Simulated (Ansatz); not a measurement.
Species: NCO, charge 0, doublet. NCO (SMILES [N]=C=O, doublet).
B3LYP-D3(BJ)/def2-TZVP minimum from Ansatz (a quantum-chemistry and plane-wave program):
```xyz
3

N      0.0000     0.0000    -1.2622
C      0.0000     0.0000    -0.0406
O      0.0000     0.0000     1.1348
```
Charge 0, spin multiplicity 2.

Quantity: atomisation energy (electronic, to ground-state atoms), in kcal/mol. Radicals and triplets start from unrestricted determinants; spin-orbit coupling is neglected. CBS(X,Y): correlation extrapolated as X^-3, Hartree-Fock from the larger set (Q,5: extrapolated as (X+1)exp(-9√X)). A bracket is a step between two methods taken in the basis named. Functionals run without relativity, which enters their misses. Double hybrids freeze cores in their MP2 part. 'core' is core correlation in cc-pwCVTZ, 'X2C' scalar relativity in cc-pVTZ-DK, both at CCSD(T). The UHF reference of CNO ([N]=C=O, doublet) is spin-contaminated (<S^2> up to 0.10 over the pure value in the sets run).

CCSD(T)/CBS(cc-pVQZ,cc-pV5Z) + [CCSDT(Q) - CCSD(T)]/cc-pVTZ + [CCSDTQ - CCSDT(Q)]/cc-pVDZ + core + X2C (Ansatz) gives 317.4 kcal/mol.

**Question.** How far off this value is PBE/def2-TZVPD (Ansatz), in which direction, and which of these levels come nearer: wB97M-V/def2-TZVPD, B2PLYP/def2-TZVPD, CCSD(T)/CBS(cc-pVQZ,cc-pV5Z) + core + X2C?

**Answer.** PBE gives 349.5 kcal/mol, 32.1 kcal/mol above it. Differences of the others: wB97M-V/def2-TZVPD (Ansatz) 4.1; B2PLYP/def2-TZVPD (Ansatz) 1.8; CCSD(T)/CBS(cc-pVQZ,cc-pV5Z) + core + X2C (Ansatz) -0.9 kcal/mol. Nearer than PBE: wB97M-V/def2-TZVPD, B2PLYP/def2-TZVPD, CCSD(T)/CBS(cc-pVQZ,cc-pV5Z) + core + X2C.
